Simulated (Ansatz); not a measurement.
Ru2H4. Total charge 0; triplet. Geometry PBE-D4/def2-TZVP, that of the charge +1 doublet; atoms count from 1.

```xyz
6

Ru    0.874    0.052    0.643
Ru   -0.876   -0.040   -0.641
H    -0.314    1.173   -1.449
H    -0.013    0.698    1.755
H     0.325   -1.176    1.437
H     0.005   -0.706   -1.746
```

In the def2 sets Ru takes a core potential; there is no spin–orbit coupling. The structure comes from a short search, and lower isomers may exist.

(1) Estimate the Mulliken populations from the PBE0/def2-TZVP orbitals of Ansatz.

(2) Where does the spin sit?

(3) And the Mayer bond orders between heavy atoms (over 0.3)?

## Answers

(1) 
```csv
atom,charge (e),spin (α − β),d electrons
Ru1,-0.03,1.08,7.15
Ru2,-0.03,1.08,7.15
H3,0.01,-0.04,–
H4,0.01,-0.04,–
H5,0.01,-0.04,–
H6,0.01,-0.04,–
```
Mulliken values depend strongly on the basis.

(2) Summed by element: Ru 2.16, H -0.16, of 2 unpaired in all. Largest on single atoms: Ru2 1.08, Ru1 1.08, H5 -0.04.

(3) Ru1–Ru2 2.03 (2.17 Å).
